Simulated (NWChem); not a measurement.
# C3H9OSi, doublet; SMILES CO[Si](C)C

```xyz
14

C      0.0037     2.0316    -0.4809
O      0.0206     1.1489     0.6026
Si     0.0008    -0.5237     0.5496
C      1.5437    -1.1696    -0.3217
C     -1.5607    -1.1340    -0.3145
H     -0.9051     1.9183    -1.1020
H      0.8818     1.9033    -1.1419
H      0.0209     3.0659    -0.1021
H      1.5665    -2.2705    -0.3104
H      1.5669    -0.8416    -1.3760
H      2.4578    -0.8033     0.1694
H     -1.5804    -0.8096    -1.3699
H     -2.4641    -0.7445     0.1790
H     -1.6100    -2.2340    -0.2992
```
Atoms are numbered in this order, from 1.

Computed with NWChem. Spin-unrestricted. All runs use the structure optimised with PBE0/def2-SVP, spin-unrestricted. No stability test was run on the SCF state. Level: PBE/def2-SVP with SMD (1 M gas to 1 M solution), gas-phase geometry. Reactions with the solvent are ignored.

| solvent | dielectric constant | solvation free energy (kcal/mol) | cavity-dispersion-structure term (kcal/mol) | dipole in solution (D) |
|---|---|---|---|---|
| water | 78.4 | 0.5 | 4.3 | 2.41 |
| cyclohexane | 2.02 | -1.6 | -0.4 | 1.90 |
| toluene | 2.37 | -2.1 | -0.7 | 1.95 |
| ethylene glycol | 40.2 | ___ | ___ | 2.39 |

Question: Some entries are withheld; supply them.

Answer: 
- ethylene glycol, solvation free energy (kcal/mol): 0.1
- ethylene glycol, cavity-dispersion-structure term (kcal/mol): 3.8
